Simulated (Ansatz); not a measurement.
Relaxation of Cl3FGeH2S (8 atoms, charge 0, multiplicity 1), to a largest force component of 0.03 eV/Å in at most 50 steps.

Method: Ansatz, RKS PBE0-D4/def2-SVP.

```xyz
8
Properties=species:S:1:pos:R:3:forces:R:3
Ge -0.588 0.066 -0.487 -0.33 -0.10 -0.40
F -0.024 0.047 2.356 0.15 0.02 0.52
Cl 1.471 -0.143 0.029 -0.03 -0.02 0.01
Cl -0.662 1.885 -1.613 0.00 0.04 0.05
Cl -0.949 -1.615 -1.784 0.01 -0.02 -0.03
S -2.458 0.125 0.752 0.22 -0.01 0.01
H -2.738 -1.180 0.528 0.09 0.03 -0.05
H -0.842 -0.058 2.774 -0.11 0.05 -0.12
```

Problem. Where does it end, and by what steps?

Solution. The run converged. The force dipped under the threshold on the way, but the program's further checks kept it going. After 23 steps the energy has fallen by 0.404 eV; Cl3 moved furthest, 1.02 Å.

```tsv
step	energy less start (eV)	largest force component (eV/Å)	accepted
0	0.0000	0.521	yes
1	-0.0992	1.611	yes
2	-0.1631	2.463	yes
3	-0.2896	0.624	yes
4	-0.3220	0.147	yes
5	-0.2391	2.057	no
6	-0.3326	0.065	yes
7	-0.3384	0.125	yes
8	-0.3389	0.521	yes
9	-0.3442	0.235	yes
10	-0.3448	0.131	yes
11	-0.3469	0.023	yes
12	-0.3478	0.209	yes
13	-0.3505	0.133	yes
14	-0.3604	0.115	yes
15	-0.3608	0.986	yes
16	-0.3793	0.404	yes
17	-0.3881	0.365	yes
18	-0.3898	0.804	yes
19	-0.4012	0.168	yes
20	-0.4001	0.220	no
21	-0.4035	0.067	yes
22	-0.4043	0.033	yes
23	-0.4044	0.024	yes
```

```xyz
8
Properties=species:S:1:pos:R:3
Ge -0.691 -0.120 -0.629
F -0.157 0.952 2.494
Cl 1.074 -1.085 0.062
Cl -0.413 1.969 -0.865
Cl -1.165 -0.967 -2.532
S -2.381 -0.421 0.774
H -2.091 -1.732 0.941
H -0.965 0.531 2.309
```

Time of the run: 75 s on 4 threads of Arm Neoverse V1 (shared host), peak memory 0.39 GiB.
